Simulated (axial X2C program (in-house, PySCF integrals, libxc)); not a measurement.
**What spin–orbit coupling does to SrF**

Computed with an axial X2C code built on PySCF integrals. Spin-free means the one-electron spin-free X2C Hamiltonian; two-component (2c) means X2C with spin–orbit coupling and atomic mean-field two-electron Coulomb and Gaunt terms, so the difference of the two also holds small scalar two-electron terms. Basis: Sr dyall-cv3z [13s12p8d5f1g], F dyall-av3z [7s6p3d2f] (cores contracted in-house); Gaussian nuclei, density fitting, unrestricted open shells. Masses: Sr 87.906 u, F 18.998 u.

Spin-free state: M_S = 1/2, Λ = 0 (beyond evenly filled blocks: σα); fragments Sr + F.

```json
{"level": "PBE0", "Re (Å)": "2.064", "ωe (cm⁻¹)": "506.6", "De (eV)": "5.565", "μ (D)": "-3.10"}
{"level": "HF", "Re (Å)": "2.103", "ωe (cm⁻¹)": "493.6", "De (eV)": "4.152", "μ (D)": "-2.96"}
{"level": "MP2", "Re (Å)": "2.127", "ωe (cm⁻¹)": "471.5", "De (eV)": "5.957", "μ (D)": "n/a"}
{"level": "CCSD", "Re (Å)": "2.121", "ωe (cm⁻¹)": "478.3", "De (eV)": "5.326", "μ (D)": "n/a"}
{"level": "TPSS", "Re (Å)": "2.072", "ωe (cm⁻¹)": "503.2", "De (eV)": "5.791", "μ (D)": "-2.87"}
```

Correlated methods: 9 electrons correlated (number of frozen shells: Sr 4 s, 3 p, 1 d; F 1 s), 261 virtual spin orbitals or spinors in MP2, 90 natural virtuals in coupled cluster.

Dipoles are positive if F is the positive end.

Two-component determinant lowest at the distance of the search:

Ω = 1/2 (⟨Sz⟩ = 0.50, ⟨Lz⟩ = 0.00 at HF); fragments Sr + F.

```json
{"level": "PBE0", "Re (Å)": "2.064", "ωe (cm⁻¹)": "506.6", "De (eV)": "5.564", "μ (D)": "-3.10"}
{"level": "HF", "Re (Å)": "2.103", "ωe (cm⁻¹)": "493.5", "De (eV)": "4.139", "μ (D)": "-2.96"}
{"level": "MP2", "Re (Å)": "2.127", "ωe (cm⁻¹)": "471.5", "De (eV)": "5.947", "μ (D)": "n/a"}
{"level": "CCSD", "Re (Å)": "2.122", "ωe (cm⁻¹)": "478.9", "De (eV)": "5.314", "μ (D)": "n/a"}
{"level": "TPSS", "Re (Å)": "2.072", "ωe (cm⁻¹)": "503.2", "De (eV)": "5.791", "μ (D)": "-2.87"}
```

Problem. From the two tables, how do the constants change at the CCSD level (2c against spin-free)?

Solution. At the CCSD level Re is unchanged within 0.001 Å and ωe increases by 0.6 cm⁻¹; De changes by -0.012 eV.

One determinant describes the state; a PBE0 search over occupations chose it and may have missed a lower one. De is counted from the lowest determinant-based energies of the atoms at the same level, without counterpoise correction. Density functionals use the spin component along the axis (collinear). CCSD ran in a truncated set of natural virtual spinors with an MP2 remainder; without triples it tends to underbind. The 2c atoms are single determinants rather than J levels; their spin–orbit lowering is only partly caught, and De is too large by that part. This holds for PBE0, TPSS. The functionals have no current-density term, which raises determinants with orbital currents, atoms included. The outer-core s and p shells of the metal are frozen in the correlated rows, which leaves out core–valence correlation; for alkali and alkaline-earth bonds that tends to lengthen them. With the outer-core shells frozen, correlated bond lengths of heavy atoms tend to come out a few hundredths of an ångström too long.
